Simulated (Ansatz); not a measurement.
## Reading a saddle point

A first-order saddle point of GaNH4Cl2, singlet, PBE0-D4/def2-TZVP, with one imaginary mode of 1337i cm⁻¹:

```xyz
8
angstrom
Ga -0.6888 0.1878 -0.4710
N 1.0699 0.0296 0.3235
Cl -0.9946 -0.8764 -2.2963
Cl -1.7553 1.9867 -0.0425
H 0.0361 -0.7407 0.9531
H -0.9210 -0.9824 0.9371
H 1.7962 -0.4393 -0.2036
H 1.4575 0.8349 0.7995
```

Ansatz 0.2.0; basis: def2-TZVPP and def2-QZVPP; cores frozen in the correlated methods. Filled d shells of the heavier atoms are correlated. The def2 sets are not built for correlating such inner shells, so the correlated values are less sure here. Extrapolation: Hartree–Fock as exp(−7.88 √X), correlation as X^−2.97.

Task: Which contacts change along the imaginary mode, and what lies on either side? (A judgement: the text doesn't fix the answer.)

Result: The calculation gives: The step is GaNH₂Cl₂ ([NH2][Ga]([Cl])[Cl]) + H₂ → GaHCl₂ ([Cl][GaH][Cl]) + NH₃ (still joined by a long Ga–N bond), with the molecules in contact on both sides. Shortening one way: Ga1–H6, N2–H5; lengthening the same way: Ga1–N2, H5–H6.
```
  pair  one side (Å)  saddle (Å)  other side (Å)
Ga1–H6          2.94        1.85            1.56
 N2–H5          3.15        1.43            1.01
Ga1–N2          1.80        1.94            2.10
 H5–H6          0.75        0.99            3.06
```

Task: Which side is lower, and how far does the saddle lie above each? (An estimate is asked for; the value comes from the calculation.)

Result: Computed: The side with Ga1–H6, N2–H5 short is lower by 23.64 kcal/mol; the saddle lies 48.89 kcal/mol above it and 25.25 kcal/mol above the other (CCSD(T) at an estimated basis limit (MP2 extrapolated from triple and quadruple zeta, plus CCSD(T) − MP2 in triple zeta); electronic energies).

No T1 diagnostic of these runs exceeds 0.012.

Labels in which every atom is bracketed show which atoms are joined, not bond orders.

For scale, one of the runs: CCSD(T)/def2-TZVPP, 219 basis functions, launched by `ansatz run in.yaml --threads 4 --pin off --events-out ev --progress --plain --max-ram 9574MiB`. The run took 34 s on 4 CPU threads of an AMD EPYC 9R45 (shared host), with 3.2 GiB of host memory at its peak.
